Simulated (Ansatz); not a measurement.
System: C$_{6}$H$_{10}$F$_{2}$Si (charge 0, singlet). 
Geometry from a B3LYP-D3(BJ)/def2-TZVP (Ansatz, a quantum-chemistry and plane-wave program) optimisation:
```xyz
19

C      3.1126    -0.2929    -1.3826
C      2.6192     0.2464    -0.2738
C      1.7619    -0.4651     0.7268
Si    -0.0242     0.0576     0.6100
F     -0.1087     1.6385     0.8487
F     -0.8335    -0.6222     1.8092
C     -0.8453    -0.3563    -1.0082
C     -2.2223     0.2210    -1.1281
C     -3.3510    -0.4742    -1.0655
H      2.9481    -1.3357    -1.6304
H      3.7039     0.2879    -2.0780
H      2.8104     1.2959    -0.0697
H      1.8088    -1.5483     0.5817
H      2.0985    -0.2596     1.7481
H     -0.1927     0.0196    -1.8030
H     -0.8702    -1.4461    -1.1021
H     -2.2727     1.2993    -1.2450
H     -4.3158     0.0106    -1.1343
H     -3.3505    -1.5510    -0.9399
```

Wanted: atomisation energy (electronic, to ground-state atoms), in kcal/mol. Correlated levels leave the core frozen unless marked. UHF or UKS for open shells. No spin-orbit coupling. No relativistic terms. The coupled-cluster limit lacks core correlation, which all-electron functionals hold. CBS(X,Y): correlation extrapolated as X^-3; Hartree-Fock from the larger set. The bracket is a focal-point correction in the basis named.

```
level                                                                 program  atomisation energy (kcal/mol)  minus last row
-------------------------------------------------------------  --------------  -----------------------------  --------------
PBE0/def2-QZVPP                                                        Ansatz                         1941.6             0.0
r2SCANh-D4/def2-TZVPD                                          Ansatz + dftd4                         1933.4            -8.2
r2SCAN0-D4/def2-TZVPD                                          Ansatz + dftd4                         1918.0           -23.6
B2PLYP/def2-TZVPD                                                      Ansatz                         1916.0           -25.6
MP2/aug-cc-pV(D+d)Z                                                    Ansatz                         1854.4           -87.2
RI-MP2/CBS(aug-cc-pV(T+d)Z,aug-cc-pV(Q+d)Z)                            Ansatz                         1980.2            38.6
RI-MP2/CBS(cc-pV(T+d)Z,cc-pV(Q+d)Z)+[CCSD(T)-MP2]/cc-pV(T+d)Z          Ansatz                         1941.6             0.0
```
